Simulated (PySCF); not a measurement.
Species: C₄H₁₁BP (charge -1).
Structure used (PBE0-D3(BJ)/def2-SVP), in Å, numbered top down from 1:
```xyz
17
C4H11BP angstrom
P      3.3056   -1.0488    0.4061
B      2.0662    0.4690   -0.0380
C      0.5579   -0.1131   -0.2001
C     -0.2426   -0.5781    1.0472
C     -1.5178    0.0279    0.4342
C     -0.6120    0.8661   -0.4853
H      4.4943   -0.3187    0.7550
H      2.9856   -1.2769    1.7927
H      2.4875    0.9202   -1.1194
H      2.0922    1.3556    0.8351
H      0.5169   -0.9256   -0.9537
H     -0.2509   -1.6522    1.3017
H      0.0839   -0.0173    1.9403
H     -2.2293    0.5523    1.0996
H     -2.0842   -0.7264   -0.1397
H     -0.9320    1.0167   -1.5317
H     -0.3971    1.8563   -0.0474
```

Probes without a nucleus sit at each ring's centroid and 1 Å off its mean plane on both sides; NICS is minus the shielding there, NICSzz its component along the normal. Level: GIAO B97-2/pcSseg-1 (PySCF, non-relativistic, gas phase) on the PBE0-D3(BJ)/def2-SVP geometry, one conformer.

Ring bond lengths (Å): C3–C4 1.553, C4–C5 1.539, C5–C6 1.539, C6–C3 1.552.

Problem. What do the NICS probes read (ppm)?

Solution. 
| ring | type | NICS(0) | NICS(1), two faces | NICS(1)zz, two faces | rms pucker (Å) | centre to ring atoms, mean (Å) |
| --- | --- | --- | --- | --- | --- | --- |
| C3–C4–C5–C6 | 4-membered carbocycle; formal bonds all single | -0.7 | -0.8 / -1.4 | 4.5 / 4.2 | 0.13 | 1.09 |

Problem. What do they say, and how far can they be read as aromaticity?

Solution. 
- C3–C4–C5–C6: mean NICS(1)zz 4.4 ppm, deshielded. C3, C4, C5, C6 have four or more neighbours, so the value isn't read as a sign of a π ring current.

Problem. What is the mean of the two in-plane components of NICS at the first NICS(1) probe listed for ring C3–C4–C5–C6, 1 Å off the ring?

Solution. The isotropic value is a third of the trace: (3 × -0.8 − (4.5))/2 = -3.5 ppm.

Problem. Give the inner angles of the rings.

Solution. 
- C3–C4–C5–C6: C3 87.0°, C4 89.4°, C5 88.0°, C6 89.4°; sum 353.8° against 360° for a flat convex ring.

Problem. How shielded are the nuclei of the rings and their hydrogens (means over atoms taken as equivalent)?

Solution. 
| atoms | environment | σ isotropic (ppm) |
| --- | --- | --- |
| C3 | sp3 carbon bound to boron | 145.1 |
| C4 (×2) | four-membered-ring carbon | 149.0 |
| C5 | four-membered-ring carbon | 157.8 |
| H11 | methine hydrogen | 29.73 |
| H12 (×2) | methylene hydrogen | 29.85 |
| H13 (×2) | methylene hydrogen | 29.86 |
| H14 | methylene hydrogen | 29.92 |
| H15 | methylene hydrogen | 29.83 |

Problem. How do the values depend on the level or the medium?

Solution. 
| level | NICS(0), C3–C4–C5–C6 | mean NICS(1)zz, C3–C4–C5–C6 |
| --- | --- | --- |
| B97-2/pcSseg-1, gas | -0.7 | 4.4 |
| PBE0/pcSseg-1, gas | -0.7 | 4.4 |

The geometry is the same throughout.
